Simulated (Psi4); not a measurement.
Computed with Psi4 with SAPT0/jun-cc-pVDZ, frozen core.

Psi4 input:

```
molecule {
0 1
O 0.77423478 -0.56516281 0.17392749
C -0.42099695 0.01202202 -0.03608327
O -0.59404866 1.17091322 -0.27948185
H 1.45428687 0.12437927 0.09226533
H -1.21347604 -0.74215170 0.04937230
--
0 1
Si 4.21070787 1.90187626 3.53154120
Si 1.96563217 1.62796417 2.91462918
H 5.10357948 1.47698723 2.42597580
H 4.48832224 3.32486178 3.84469670
H 4.51840068 1.08411880 4.73013467
H 1.65793023 2.44570810 1.71602937
H 1.07274832 2.05284260 4.02018843
H 1.68804422 0.20497153 2.60147911
units angstrom
symmetry c1
no_reorient
no_com
}
set basis jun-cc-pvdz
set scf_type df
set freeze_core true
energy('sapt0')
```

Part of the output:

```
    SAPT Results
  --------------------------------------------------------------------------------------------------------
    Electrostatics                 -0.71550496 [mEh]      -0.44898614 [kcal/mol]      -1.87855801 [kJ/mol]
      Elst10,r                     -0.71550496 [mEh]      -0.44898614 [kcal/mol]      -1.87855801 [kJ/mol]

    Exchange                        4.56158316 [mEh]       2.86243665 [kcal/mol]      11.97643494 [kJ/mol]
      Exch10                        4.56158316 [mEh]       2.86243665 [kcal/mol]      11.97643494 [kJ/mol]
      Exch10(S^2)                   4.54808392 [mEh]       2.85396575 [kcal/mol]      11.94099268 [kJ/mol]

    Induction                      -0.44700057 [mEh]      -0.28049710 [kcal/mol]      -1.17359985 [kJ/mol]
      Ind20,r                      -1.60503750 [mEh]      -1.00717624 [kcal/mol]      -4.21402537 [kJ/mol]
      Exch-Ind20,r                  1.38052205 [mEh]       0.86629067 [kcal/mol]       3.62456015 [kJ/mol]
      delta HF,r (2)               -0.22248513 [mEh]      -0.13961153 [kcal/mol]      -0.58413463 [kJ/mol]

    Dispersion                     -2.15163226 [mEh]      -1.35016962 [kcal/mol]      -5.64910971 [kJ/mol]
      Disp20                       -2.45531002 [mEh]      -1.54073030 [kcal/mol]      -6.44641557 [kJ/mol]
      Exch-Disp20                   0.30367776 [mEh]       0.19056067 [kcal/mol]       0.79730586 [kJ/mol]
      Disp20 (SS)                  -1.22765501 [mEh]      -0.77036515 [kcal/mol]      -3.22320778 [kJ/mol]
      Disp20 (OS)                  -1.22765501 [mEh]      -0.77036515 [kcal/mol]      -3.22320778 [kJ/mol]
      Exch-Disp20 (SS)              0.16848310 [mEh]       0.10572474 [kcal/mol]       0.44235232 [kJ/mol]
      Exch-Disp20 (OS)              0.13519466 [mEh]       0.08483593 [kcal/mol]       0.35495354 [kJ/mol]

  Total HF                          3.39907763 [mEh]       2.13295341 [kcal/mol]       8.92427709 [kJ/mol]
  Total SAPT0                       1.24744537 [mEh]       0.78278379 [kcal/mol]       3.27516738 [kJ/mol]
```
